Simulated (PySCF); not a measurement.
Atom-mapped SMILES (the numbers label the heavy atoms): `[CH:1]#[C:2][SiH2:3][Cl:4]`; H(Xn) means a hydrogen on atom n.

Computational details: structure optimised with PBE0-D3(BJ)/def2-SVP, NMR shieldings at B3LYP/pcSseg-2/GIAO, in PySCF (equivalent nuclei averaged, non-relativistic Hamiltonian, single conformer, no solvent model).

Scale: ¹³C and ¹H and ²⁹Si vs TMS; ³⁵Cl against HCl (reference shieldings calculated alike).

```
 atoms  nucleus  count  δ (ppm)
 H(C1)       ¹H      1     2.41
H(Si3)       ¹H      2        ?
   Cl4     ³⁵Cl      1      -27
    C2      ¹³C      1     86.5
   Si3     ²⁹Si      1    -49.1
    C1      ¹³C      1        ?
```

Fill in the missing shifts.

Answers


- C1: 104.9 ppm, terminal alkyne carbon; sp carbons lie upfield of alkene carbons because the cylindrical π system leaves one tensor component strongly shielded
- H(Si3): 5.17 ppm, hydrogen on a silicon bonded to C, Cl

Shifts are as computed. Against solution values, carbons near 30 ppm lie about +3 ppm off and those near 130 ppm about +8 ppm. Of 1211 compounds with measured shifts, 218 miss one by over three times the rms of a fit or turn the order of signals round; such compounds aren't used in these exercises.
